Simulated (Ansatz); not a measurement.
# Ligand exchange: CBr2Cl2 + SiH2(SiH3)Cl → CBrCl3 + SiH2(SiH3)Br

Species: CBr2Cl2 (dibromodichloromethane) `ClC(Cl)(Br)Br`, singlet; SiH2(SiH3)Cl, singlet; CBrCl3 (bromotrichloromethane) `ClC(Cl)(Cl)Br`, singlet; SiH2(SiH3)Br, singlet. The partners trade Br for Cl: C–Br and Si–Cl bonds give way to C–Cl and Si–Br.

Shapes, held fixed at every level: PBE0-D4/def2-TZVP. Programs: Ansatz 0.2.0. The zero-point and thermal change to 298 K, harmonic and unscaled (PBE0-D4/def2-TZVP), is +0.1 kJ/mol.

```tsv
level	kind	ΔH(298 K) (kJ/mol)	less CCSD(T)/def2-TZVPP
HF/def2-TZVPP	Hartree–Fock	-0.4	-5.7
B3LYP-D4/def2-TZVPP	global hybrid	+4.9	-0.4
BHLYP-D4/def2-TZVPP	global hybrid	+3.3	-2.0
PBE0-D4/def2-TZVPP	global hybrid	+0.8	-4.5
MP2/def2-TZVPP	perturbation theory	+7.5	+2.2
CCSD(T)/def2-SVP	coupled cluster or CI	-2.5	-7.8
CCSD(T)/def2-TZVPP	coupled cluster or CI	+5.3	0.0
```

The highest level, CCSD(T)/def2-TZVPP, gives ΔH(298 K) = +5.3 kJ/mol; the levels span -2.5 to +7.5. They disagree on the sign: 5 of 7 are positive. The column of differences is taken from that level and isn't an error. No measured value is set beside it here. Relativity is left out for Br. Outer-core shells of Br are correlated in most correlated rows, in sets that cover them unevenly.
